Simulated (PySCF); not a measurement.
C7H4FNSe.
Numbering: `[N:1]#[C:2][c:3]1[cH:4][cH:5][c:6]([F:7])[c:8]([SeH:9])[cH:10]1` (hydrogens: H11 on C4; H12 on C5; H13 on Se9; H14 on C10)

Geometry (PBE0-D3(BJ)/def2-SVP, Å), atoms numbered from 1 in this order:
```
atom  x, y, z in Å
N1    -3.2837   -1.6918    1.6637
C2    -2.3689   -1.1333    1.2219
C3    -1.2403   -0.4408    0.6775
C4    -1.3622    0.8992    0.2822
C5    -0.2591    1.5576   -0.2443
C6     0.9475    0.8831   -0.3728
F7     1.9902    1.5335   -0.8824
C8     1.0974   -0.4522    0.0167
Se9    2.7415   -1.3857   -0.1514
C10   -0.0153   -1.1080    0.5445
H11   -2.3171    1.4152    0.3886
H12   -0.3130    2.5997   -0.5638
H13    3.4685   -0.2331   -0.6937
H14    0.0616   -2.1508    0.8592
```

Computed with PySCF at CAM-B3LYP/def2-SVPD, non-relativistic, on one gas-phase PBE0-D3(BJ)/def2-SVP geometry that isn't relaxed in the solvent. The solvent is an IEF-PCM continuum (van der Waals radii × 1.2), and excitations are vertical TDDFT with non-equilibrium linear response and a frozen core. The model holds no explicit solvent molecules, cavitation or dispersion. Spin–orbit coupling is left out although an atom past zinc is present.

```json
{"run": "gas", "E − E(gas) (kJ/mol)": "0.00", "HOMO (eV)": "-8.12", "HOMO–LUMO gap (eV)": "7.40", "dipole (D)": "3.72", "lowest singlet (eV)": "4.64", "static polarisability (au)": "115.6"}
{"run": "P", "E − E(gas) (kJ/mol)": "-23.24", "HOMO (eV)": "-7.90", "HOMO–LUMO gap (eV)": "7.32", "dipole (D)": "4.59", "lowest singlet (eV)": "4.60", "static polarisability (au)": "147.9"}
{"run": "Q", "E − E(gas) (kJ/mol)": "-12.89", "HOMO (eV)": "-7.98", "HOMO–LUMO gap (eV)": "7.35", "dipole (D)": "4.21", "lowest singlet (eV)": "4.61", "static polarisability (au)": "132.3"}
```

Problem. The runs were made in chloroform and cyclohexane. Which run belongs to which solvent?

Solution. P = chloroform, Q = cyclohexane. The dielectric constants are 2.017 (cyclohexane), 4.711 (chloroform), and the energy falls further as ε rises. The optical constants n² used for the excitations are 2.04, 2.09 in the same order. In this model the ground state sees the solvent through ε alone.

Problem. How constant is the ratio of the lowering to (ε − 1)/(2ε + 1)?

Solution. 
| solvent | (ε − 1)/(2ε + 1) | E − E(gas) (kJ/mol) | ratio (kJ/mol) | polarisation term (kJ/mol) |
| --- | --- | --- | --- | --- |
| cyclohexane | 0.202 | -12.89 | -63.8 | -13.89 |
| chloroform | 0.356 | -23.24 | -65.3 | -26.47 |

The ratio changes by +2.3 % in size from cyclohexane to chloroform. The polarisation term is half the interaction of the solute with the induced surface charges.

The run took about 1.8 min of CPU time (one thread, shared machine). This is the whole response run at CAM-B3LYP/def2-SVPD in chloroform, SCF included.
